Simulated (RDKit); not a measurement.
A run for RDKit: MMFF94 on H4OSi2 (SMILES O[Si][SiH3]), a point of a torsion scan.

```python
from rdkit import Chem
from rdkit.Chem import AllChem, rdDetermineBonds

blocks = [
'''7

O     2.05865808   -0.28406220    0.32332380
Si    0.81318957   -0.89269501   -0.57659806
Si    1.45359804   -3.04078483   -1.02017236
H     2.32832608    0.62876608    0.34566999
H     1.60322563   -3.03097512   -2.49321494
H     0.25365542   -3.86993140   -0.78366649
H     2.56228160   -3.90095300   -0.57092399
''',
]
mol = None
for b in blocks:
    f = Chem.MolFromXYZBlock(b)
    rdDetermineBonds.DetermineBonds(f, charge=0)
    mol = f if mol is None else Chem.CombineMols(mol, f)
Chem.SanitizeMol(mol)
print(Chem.MolToSmiles(Chem.RemoveHs(mol)))
ff = AllChem.MMFFGetMoleculeForceField(mol, AllChem.MMFFGetMoleculeProperties(mol), nonBondedThresh=100.0, ignoreInterfragInteractions=False)
e = ff.CalcEnergy()
print(f'MMFF94 energy {e:.6f} kcal/mol')
```

Program output:

```
[H]/[O+]=[Si-]/[SiH3]
MMFF94 energy 30.976294 kcal/mol
```

The run finished.

Cost: about 0.03 core-seconds (a rough figure).
